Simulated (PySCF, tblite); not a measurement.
Isomers of C3H5N3S, one GFN2-xTB conformer each. Single-point energies are computed at PBE0/pcSseg-1 (PySCF, gas phase, no added dispersion term), electronic only.

```tsv
SMILES	GFN2-xTB relative energy (kcal/mol)
CSc1cn[nH]n1	15.5
CSc1ncn[nH]1	0.0
```

Conformers: `[CH3:1][S:2][c:3]1[cH:4][n:5][nH:6][n:7]1` with C1–S2–C3–C4 180°; `[CH3:1][S:2][c:3]1[n:4][cH:5][n:6][nH:7]1` with C1–S2–C3–N4 0°.

What does PBE0/pcSseg-1 give for the same structures?

```tsv
SMILES	PBE0/pcSseg-1 E (Eh)	PBE0/pcSseg-1 (kcal/mol)	GFN2-xTB (kcal/mol)	point group
CSc1ncn[nH]1	-679.25004	0.0	0.0	Cs
CSc1cn[nH]n1	-679.22703	14.4	15.5	Cs
```

Both levels put the same isomer lowest. 

Which frontier levels, dipoles and rotational constants go with these structures?

| SMILES | HOMO (eV, PBE0/pcSseg-1) | LUMO (eV) | dipole (D) | A, B, C (MHz) |
| --- | --- | --- | --- | --- |
| CSc1ncn[nH]1 | -6.65 | 0.21 | 1.96 | 6123, 1628, 1297 |
| CSc1cn[nH]n1 | -6.39 | -0.15 | 1.52 | 6090, 1592, 1272 |

What happens when harmonic zero-point energies from GFN2-xTB frequencies are added?

```csv
SMILES,ZPE (kcal/mol),electronic (kcal/mol),with ZPE (kcal/mol)
CSc1ncn[nH]1,53.8,0.0,0.0
CSc1cn[nH]n1,53.7,14.4,14.4
```

The zero-point energies span 0.1 kcal/mol. The order is unchanged.
